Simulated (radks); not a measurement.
The numbers below are computed, except where a source is named.
Species: the oxygen ion O+. Configuration: [He] 2s2 2p3.

Code: a radial shooting solver on a logarithmic mesh with Libxc functionals. Model: scalar-relativistic Kohn-Sham, Slater X-alpha with alpha = 0.8, spin-unpolarised, spherical densities, finite nucleus; Fermi nuclear charge, rms radius 2.6991 fm.

Energy parts (eV):
| part | energy |
|---|---|
| total | -2035.324 |
| kinetic | 2038.200 |
| electron-nucleus | -4722.837 |
| Hartree | 874.950 |
| exchange | -225.637 |

Orbitals (lengths in bohr, moments of r in powers of bohr; <r^-3> diverges for s and p1/2; r(max) is where P^2 peaks):
| orbital | occ. | eigenvalue (eV) | <r^4> | r(max) | <r^-3> |
|---|---|---|---|---|---|
| 1s | 2 | -538.9490 | 0.007519 | 0.1291 | - |
| 2s | 2 | -40.5444 | 3.636 | 0.8481 | - |
| 2p | 3 | -25.5334 | 5.139 | 0.7663 | 6.450 |

The highest occupied level is 2p at -25.533 eV. For comparison, the ionisation energy in NIST's Atomic Spectra Database is 35.121 eV (measured). In exact Kohn-Sham theory the highest level is minus the ionisation energy, but local and semilocal functionals leave it too shallow, through self-interaction and a potential that decays too fast; potentials with the right tail come closer.

Beside tabulated values, note that spin-unpolarised runs miss the spin-polarisation part of the exchange energy of open shells.
